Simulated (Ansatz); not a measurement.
Z-matrix (Å, degrees):
```
C
O 1 1.373
F 1 1.379 2 110.5
H 1 1.091 2 107.1 3 -117.4
H 1 1.095 2 112.5 3 119.3
C 2 1.410 1 115.3 3 -74.4
C 6 1.509 2 110.2 1 -100.2
H 6 1.092 2 108.1 1 141.3
H 6 1.094 2 112.2 1 21.9
F 7 1.355 6 109.1 2 -174.2
F 7 1.359 6 110.3 2 67.8
H 7 1.094 6 113.0 2 -52.9
```

Total charge 0; spin multiplicity 1.

List the PBE0/def2-TZVPP orbital energies in eV (the Gaussian-basis code of Ansatz). (Best estimate.)

Computed: Occupied: -674.61, -674.58, -673.88, -523.84, -282.76, -281.70, -280.23, -35.42, -33.90, -33.81, -30.17, -22.22, -19.68, -18.27, -16.16, -15.95, -15.50, -14.98, -14.80, -14.19, -12.77, -12.27, -12.21, -11.76, -11.52, -10.66, -10.52, -9.65, -8.76. Lowest empty: 1.52, 1.83, 2.01, 2.36, 2.74, 2.95, 3.19, 3.81.
